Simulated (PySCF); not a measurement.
Compound: C₆H₇ClO₂.
Geometry (GFN2-xTB, Å), atoms numbered from 1 in this order:
```xyz
16
C6H7ClO2 angstrom
C      1.8665   -1.2235    0.5908
C      1.8311   -0.0731   -0.0567
Cl     2.9810    0.3505   -1.2744
C      0.7907    0.9868    0.1497
O     -0.2044    0.6617    1.1222
C     -1.2773    0.6668    0.1625
C     -1.9702   -0.6756   -0.0122
C     -0.2923    1.0412   -0.9260
O     -0.3316    1.2507   -2.0962
H      2.6265   -1.9600    0.4069
H      1.1263   -1.4281    1.3440
H      1.2661    1.9547    0.3499
H     -2.0051    1.4538    0.3928
H     -1.2398   -1.4475   -0.2426
H     -2.4889   -0.9430    0.9046
H     -2.6862   -0.6067   -0.8267
```

The closed-shell SCF was solved with PySCF and density fitting under several settings on one GFN2-xTB geometry (grid level 2 and gas phase unless stated).

| settings | basis functions | SCF cycles | E (Eh) | HOMO (eV) | LUMO (eV) | dipole (D) |
| --- | --- | --- | --- | --- | --- | --- |
| PBE0/pcSseg-1 | 195 | 14 | -842.7897 | -7.30 | -1.26 | 2.37 |
| PBE0/def2-SVPD | 249 | 14 | -842.4559 | -7.34 | -1.38 | 2.47 |
| BLYP/6-31G*, grid level 4, energy threshold 1e-07 Eh | 144 | 11 | -843.2590 | -5.48 | -1.84 | 2.20 |
| wB97X-D/pcseg-1 | 165 | 14 | -843.2085 | -9.17 | 0.55 | 2.44 |

Estimate the rows for these settings: (1) OPBE/pcSseg-1, grid level 4; (2) BHandHLYP/def2-SVPD, fitting basis def2-universal-jkfit.

```csv
settings,basis functions,SCF cycles,E (Eh),HOMO (eV),LUMO (eV),dipole (D)
"OPBE/pcSseg-1, grid level 4",195,18,-843.1831,-5.92,-2.27,2.25
"BHandHLYP/def2-SVPD, fitting basis def2-universal-jkfit",249,11,-842.8105,-8.48,-0.17,2.57
```

Over all rows, what range does the HOMO–LUMO gap span?

From 3.64 eV (BLYP/6-31G*, grid level 4, energy threshold 1e-07 Eh) to 9.72 eV (wB97X-D/pcseg-1). The functional of the narrowest has no exact exchange, that of the widest range-separated exact exchange.

And the dipole moment?

From 2.20 D (BLYP/6-31G*, grid level 4, energy threshold 1e-07 Eh) to 2.57 D (BHandHLYP/def2-SVPD, fitting basis def2-universal-jkfit); the largest is 1.17 times the smallest, and the median is 2.41 D.

Compare two rows with the functional PBE0: PBE0/pcSseg-1 and PBE0/def2-SVPD. Which energy is lower, and by how much?

PBE0/pcSseg-1 (195 functions) lies 0.3338 Eh or 209 kcal/mol below PBE0/def2-SVPD (249 functions). The smaller set gives the lower energy; the two sets aren't nested, so the variational bound doesn't order them by size.

wB97X-D ran without the empirical dispersion term, which would shift the total energy alone. Cycle counts include a coarse-grid stage where the run had one. All basis functions are spherical, in the Pople sets too.

One conformer stands for the species.
